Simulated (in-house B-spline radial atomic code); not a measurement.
A run on Tb that did not converge. Method: scalar-relativistic (X2C) wB97X, spin-polarised, spherical fractional occupations, Fermi nucleus of rms radius 5.06 fm; computed with a B-spline radial code for spherical atoms.

Command:
```bash
python run_scf.py task.json out
```
Settings (nuclear radius in fm, mass in u):
```
Z                65
configuration    [Xe] 4f9 6s2
hamiltonian      x2c
method           wb97x
spin_polarised   True
nucleus          fermi
rms_radius       5.06
atomic_mass      158.92535
speed_of_light   137.035999084
```

First and last ten iterations of the last attempt (damped for 15 steps, keeping 80 % of the old Fock matrix, then DIIS):
```
 iter        energy (Eh)    residual
    1      -11664.359335    7.01e-01
    2      -11670.648019    1.21e+00
    3      -11689.360584    7.88e-01
    4      -11699.395753    4.89e-01
    5      -11704.457489    3.11e-01
    6      -11706.849197    2.12e-01
    7      -11707.915923    1.41e-01
    8      -11708.378544    9.21e-02
    9      -11708.584813    6.37e-02
   10      -11708.684998    5.07e-02
  111      -11708.803488    1.69e-02
  112      -11708.802872    1.71e-02
  113      -11708.810299    1.36e-02
  114      -11707.369065    1.13e-01
  115      -11707.389276    1.12e-01
  116      -11707.385958    1.12e-01
  117      -11707.386466    1.12e-01
  118      -11707.388940    1.12e-01
  119      -11707.388275    1.12e-01
  120      -11707.386064    1.12e-01
 not converged after 120 iterations
```

The smallest residual met was 1.4e-02; the threshold is about 6e-07. No energy from this run should be used. Time taken, with all properties: 46 s on 1 thread of Arm Neoverse V2, on a shared host.
